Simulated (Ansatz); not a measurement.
Computed with PBE0-D4/def2-TZVP run with Ansatz (an electronic-structure program). No frequencies were computed at this level.

Ansatz 0.2 input:
```yaml
crystal:
  periodic: [false, false, false]
  atoms:
    - { symbol: Si, position_ang: [1.189599, -0.009086, 0.095244] }
    - { symbol: Si, position_ang: [-1.111567, -0.128754, -0.093952] }
    - { symbol: Cl, position_ang: [-1.924903, 1.731978, -0.092107] }
    - { symbol: H, position_ang: [1.626682, 0.639485, 1.334372] }
    - { symbol: H, position_ang: [1.75777, -1.359258, 0.092132] }
    - { symbol: H, position_ang: [1.814918, 0.724096, -1.008634] }
    - { symbol: H, position_ang: [-1.582476, -0.757084, -1.33073] }
    - { symbol: H, position_ang: [-1.770021, -0.841376, 1.003675] }
basis:
  gaussian: { orbitals: def2-tzvp }
hamiltonian:
  xc: pbe0
  dispersion: d4
relax:
  max_steps: 150
```

Output:

```
Functional definition: PBE0
1024 factors; their error is unknown
mean field evaluation 1: about -28349.7576 eV, gradient 1.3e1 eV
mean field evaluation 2: about -28350.1623 eV, gradient 7.3e0 eV
mean field evaluation 4: about -28350.2755 eV, gradient 3.3e-1 eV
mean field evaluation 8: about -28350.3798 eV, gradient 1.9e-2 eV
mean field -28350.37980961 eV, -1041.8572414255 hartree, gradient 5.1e-5 eV, S^2 0.000000; 0 other end points of the search recorded, 0 dependent functions left out
reference -28350.37984313 eV, -1041.8572426575 hartree; 25, 25 occupied and 116, 116 virtual orbitals, 1024 factors
relax step   1: F+E_penalty+E_count = -28350.53056639 eV  Δ(F+E_penalty+E_count) = +0.000e0 eV  max|allowed force component| = 7.344e-1 eV/Å  Δτ_max = 0.0000 Å  (22 SCF iters, accepted)
these checks for a lower state are left out or cut short: starts, cluster_reference, orbital_swaps, neighbouring_geometries, increment
1024 factors; their error is unknown
mean field evaluation 16: about -28350.4314 eV, gradient 1.3e-1 eV
mean field -28350.43143564 eV, -1041.8591386473 hartree, gradient 7.2e-6 eV, S^2 0.000000; 0 other end points of the search recorded, 0 dependent functions left out
reference -28350.43146904 eV, -1041.8591398747 hartree; 25, 25 occupied and 116, 116 virtual orbitals, 1024 factors
relax step   2: F+E_penalty+E_count = -28350.58247832 eV  Δ(F+E_penalty+E_count) = -5.191e-2 eV  max|allowed force component| = 2.683e-1 eV/Å  Δτ_max = 0.1064 Å  (27 SCF iters, accepted)
these checks for a lower state are left out or cut short: starts, cluster_reference, orbital_swaps, neighbouring_geometries, increment
1024 factors; their error is unknown
mean field -28350.45162325 eV, -1041.8598805280 hartree, gradient 7.9e-5 eV, S^2 0.000000; 0 other end points of the search recorded, 0 dependent functions left out
reference -28350.45165684 eV, -1041.8598817624 hartree; 25, 25 occupied and 116, 116 virtual orbitals, 1024 factors
relax step   3: F+E_penalty+E_count = -28350.60232363 eV  Δ(F+E_penalty+E_count) = -1.985e-2 eV  max|allowed force component| = 3.239e-2 eV/Å  Δτ_max = 0.0522 Å  (24 SCF iters, accepted)
these checks for a lower state are left out or cut short: starts, cluster_reference, orbital_swaps, neighbouring_geometries, increment
1024 factors; their error is unknown
mean field -28350.45187150 eV, -1041.8598896512 hartree, gradient 1.2e-5 eV, S^2 0.000000; 0 other end points of the search recorded, 0 dependent functions left out
reference -28350.45190508 eV, -1041.8598908853 hartree; 25, 25 occupied and 116, 116 virtual orbitals, 1024 factors
relax step   4: F+E_penalty+E_count = -28350.60254163 eV  Δ(F+E_penalty+E_count) = -2.180e-4 eV  max|allowed force component| = 2.149e-2 eV/Å  Δτ_max = 0.0065 Å  (21 SCF iters, accepted)
these checks for a lower state are left out or cut short: starts, cluster_reference, orbital_swaps, neighbouring_geometries, increment
1024 factors; their error is unknown
mean field evaluation 32: about -28350.3488 eV, gradient 1.8e-1 eV
mean field -28350.45192708 eV, -1041.8598916936 hartree, gradient 7.6e-6 eV, S^2 0.000000; 0 other end points of the search recorded, 0 dependent functions left out
reference -28350.45196065 eV, -1041.8598929275 hartree; 25, 25 occupied and 116, 116 virtual orbitals, 1024 factors
relax step   5: F+E_penalty+E_count = -28350.60262778 eV  Δ(F+E_penalty+E_count) = -8.614e-5 eV  max|allowed force component| = 8.706e-3 eV/Å  Δτ_max = 0.0042 Å  (21 SCF iters, accepted)
these checks for a lower state are left out or cut short: starts, cluster_reference, orbital_swaps, neighbouring_geometries, increment
1024 factors; their error is unknown
mean field -28350.45194405 eV, -1041.8598923174 hartree, gradient 7.1e-5 eV, S^2 0.000000; 0 other end points of the search recorded, 0 dependent functions left out
reference -28350.45197762 eV, -1041.8598935510 hartree; 25, 25 occupied and 116, 116 virtual orbitals, 1024 factors
relax step   6: F+E_penalty+E_count = -28350.60275183 eV  Δ(F+E_penalty+E_count) = -1.241e-4 eV  max|allowed force component| = 1.170e-2 eV/Å  Δτ_max = 0.0099 Å  (25 SCF iters, accepted)
these checks for a lower state are left out or cut short: starts, cluster_reference, orbital_swaps, neighbouring_geometries, increment
1024 factors; their error is unknown
mean field -28350.45191707 eV, -1041.8598913259 hartree, gradient 1.5e-5 eV, S^2 0.000000; 0 other end points of the search recorded, 0 dependent functions left out
reference -28350.45195064 eV, -1041.8598925595 hartree; 25, 25 occupied and 116, 116 virtual orbitals, 1024 factors
relax step   7: F+E_penalty+E_count = -28350.60278745 eV  Δ(F+E_penalty+E_count) = -3.562e-5 eV  max|allowed force component| = 9.289e-4 eV/Å  Δτ_max = 0.0061 Å  (22 SCF iters, accepted)
1024 factors; their error is unknown
mean field -28350.45191707 eV, -1041.8598913259 hartree, gradient 1.5e-5 eV, S^2 0.000000; 1 other end points of the search recorded, 0 dependent functions left out
reference -28350.45195064 eV, -1041.8598925595 hartree; 25, 25 occupied and 116, 116 virtual orbitals, 1024 factors
Total energy: -28350.60282102 eV, -1041.8654369436 hartree
Atom 0 at     1.201370    -0.020635     0.095772 Å, force    -0.000153    -0.000213    -0.000020 eV/Å
Atom 1 at    -1.126127    -0.129460    -0.095147 Å, force    -0.000929     0.000229    -0.000066 eV/Å
Atom 2 at    -1.885411     1.790221    -0.086830 Å, force     0.000843    -0.000476     0.000051 eV/Å
Atom 3 at     1.567258     0.654839     1.367674 Å, force     0.000008     0.000121     0.000142 eV/Å
Atom 4 at     1.764712    -1.398031     0.091291 Å, force     0.000500     0.000218     0.000048 eV/Å
Atom 5 at     1.761476     0.742137    -1.049799 Å, force     0.000030     0.000131    -0.000130 eV/Å
Atom 6 at    -1.544992    -0.776097    -1.364458 Å, force    -0.000145    -0.000003    -0.000060 eV/Å
Atom 7 at    -1.738285    -0.862973     1.041496 Å, force    -0.000153    -0.000007     0.000036 eV/Å
Dipole moment:     0.148915    -0.235873     0.003447 e Å
```

Cost: around 40 core-seconds (rough).
